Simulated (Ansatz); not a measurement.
## One arrangement of a pair

The pair of Cu⁺ (SMILES [Cu+], atom 1) and C2H4 (SMILES C=C, atoms 2–7), both closed shells, in one local arrangement (a lower one may exist), relaxed at PBE0-D4/def2-TZVP:

```xyz
7
angstrom
Cu 1.2411 0.3566 -1.1873
C -0.0081 0.5240 0.4955
C -0.3239 -0.6193 -0.1780
H 0.6798 0.5080 1.3378
H -0.5584 1.4464 0.3253
H -1.1344 -0.6386 -0.9029
H 0.1038 -1.5770 0.1095
```

Computed with Ansatz 0.2.0 (basis: def2-TZVPPD, with def2-QZVPPD for the basis limit); correlated methods freeze the cores. The 3s and 3p shells of Cu and Zn are frozen; filled d shells are correlated. B3LYP uses VWN-RPA correlation. Extrapolation: Hartree–Fock as exp(−7.88 √X), correlation as X^−2.97. Interaction energies count from these two fragments, frozen as in the pair, with the counterpoise correction; negative means bound.

(1) What is the interaction energy by CCSD(T) at an estimated basis limit (MP2 extrapolated from triple and quadruple zeta, plus CCSD(T) − MP2 in triple zeta)? (To be estimated.)

No T1 diagnostic of these runs exceeds 0.019. The restricted Hartree–Fock reference is unstable towards an unrestricted one at one or more of these structures.

Answers

(1) Computed: -44.63 kcal/mol. Hartree–Fock alone gives -24.55 kcal/mol at the basis limit. It counts from the two fragments frozen as in the pair.

The same quantity by other methods in triple zeta, and each one's difference from that estimate:
```json
{"method": "PBE-D4", "E_int (kcal/mol)": "-58.92", "difference": "-14.29"}
{"method": "revPBE-D4", "E_int (kcal/mol)": "-54.24", "difference": "-9.61"}
{"method": "BLYP-D4", "E_int (kcal/mol)": "-55.39", "difference": "-10.77"}
{"method": "r2SCAN-D4", "E_int (kcal/mol)": "-59.56", "difference": "-14.94"}
{"method": "B97M-V", "E_int (kcal/mol)": "-56.62", "difference": "-12.00"}
{"method": "PBE0-D4", "E_int (kcal/mol)": "-51.26", "difference": "-6.64"}
{"method": "B3LYP-D4", "E_int (kcal/mol)": "-50.22", "difference": "-5.60"}
{"method": "HSE06-D4", "E_int (kcal/mol)": "-51.12", "difference": "-6.49"}
{"method": "wB97X-V", "E_int (kcal/mol)": "-47.96", "difference": "-3.34"}
{"method": "wB97M-V", "E_int (kcal/mol)": "-47.72", "difference": "-3.09"}
{"method": "B2PLYP", "E_int (kcal/mol)": "-47.30", "difference": "-2.68"}
{"method": "HF", "E_int (kcal/mol)": "-24.51", "difference": "20.12"}
{"method": "MP2", "E_int (kcal/mol)": "-45.09", "difference": "-0.46"}
{"method": "CCSD", "E_int (kcal/mol)": "-37.63", "difference": "7.00"}
{"method": "CCSD(T)", "E_int (kcal/mol)": "-40.46", "difference": "4.17"}
```
Differences are method less estimate.

Energy to bend the free fragments (PBE0-D4 minima) into their shapes in the pair, CCSD(T)/def2-TZVPPD: C2H4 1.29 kcal/mol. This must be added to the interaction energy to get the binding energy from relaxed fragments.

Basis-set superposition shift (counterpoise-corrected less uncorrected): CCSD(T) 2.45; MP2 2.29; HF 0.57; PBE0-D4 0.63; wB97M-V 0.59 kcal/mol.

For scale, one of the runs: CCSD(T)/def2-TZVPPD, 209 basis functions, launched by `ansatz run in.yaml --threads 4 --pin off --events-out ev --progress --plain --max-ram 9574MiB`. The run took 9.5 s on 4 CPU threads of an AMD EPYC 7R43 (shared host), with 1.5 GiB of host memory at its peak.
